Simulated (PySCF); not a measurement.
The numbers are results of B3LYP-D3(BJ)/def2-TZVP (PySCF), not measurements. All species are isolated molecules in the gas phase. One relaxed conformer stands for a flexible species; it need not be the lowest. B3LYP has the VWN-RPA correlation part, as in Gaussian. Excitations are Tamm–Dancoff values on a coarser integration grid. The basis has no diffuse functions, so Rydberg states are missing or too high.

Reference species (SMILES): `BS` (neutral, multiplicity 1).

- HOMO–LUMO gap = 6.68 eV
- S1–T1 gap (TDA) = 1.50 eV
- S1 oscillator strength = 0.000

After one change: the HOMO–LUMO gap decreases by 0.05 eV; the S1–T1 gap (TDA) falls by 0.96 eV; the S1 oscillator strength hardly moves.

What was changed between the two runs? The new species is one of these.
A. `OS` (H–O–S–H torsion 91°)
B. `FC(F)S` (F–C–S–H torsion 68°)
C. `CC(=O)S` (O–C–S–H torsion 180°)
D. `FC(F)(F)S`

C, `CC(=O)S` (O–C–S–H torsion 180°)
